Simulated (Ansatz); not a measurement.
ClCs (SMILES [Cl][Cs]), singlet, geometry from GFN2-xTB (such geometries of metal compounds can be far from the true shape) (core potentials on Cs). Base run: B3LYP/def2-SVP in Ansatz (a first-principles code).

Ansatz was given this input:
Ansatz 0.2 input:
```yaml
crystal:
  periodic: [false, false, false]
  atoms:
    - {symbol: Cs, position_ang: [-0.00000000, -0.00000000, -0.68024263]}
    - {symbol: Cl, position_ang: [0.00000000, 0.00000000, 2.20078499]}
basis:
  gaussian:
    orbitals: def2-SVP
hamiltonian:
  xc: b3lyp
```

The base run was repeated with changes; each row names its change, and settings that it needs were set with it.

| change | basis functions | E (Eh) |
|---|---|---|
| base | 42 | -480.30771 |
| basis = jorge-DZP-DKH; relativity = spin-free X2C | 65 | -8245.83496 |
| basis = ANO-RCC-VDZP; relativity = spin-free X2C | 65 | -8247.97954 |
| basis = x2c-SVPall; relativity = spin-free X2C; nucleus = Gaussian | 72 | -8247.45943 |
| basis = jorge-DZP-DKH; relativity = spin-free X2C; nucleus = Gaussian | 65 | -8245.57900 |
| basis = ANO-RCC-VDZP; relativity = spin-free X2C; nucleus = Gaussian | 65 | -8247.67329 |
| basis = x2c-SVPall; relativity = spin-free X2C | 72 | -8247.70280 |
| basis = ANO-RCC-VDZP; relativity = none | 65 | -7710.74446 |
| basis = jorge-DZP-DKH; relativity = none | 65 | -7905.23598 |
| basis = x2c-SVPall; relativity = none | 72 | -7762.28774 |

Absolute energies of different levels of theory aren't comparable as measures of quality.

Ansatz warned in this series: the basis is contracted for relativity, which the run leaves out.

Basis sets contracted for a relativistic Hamiltonian are a mismatch without it, so the rows without relativity aren't non-relativistic limits. No row has spin-orbit coupling; sets with core potentials leave out the core electrons.
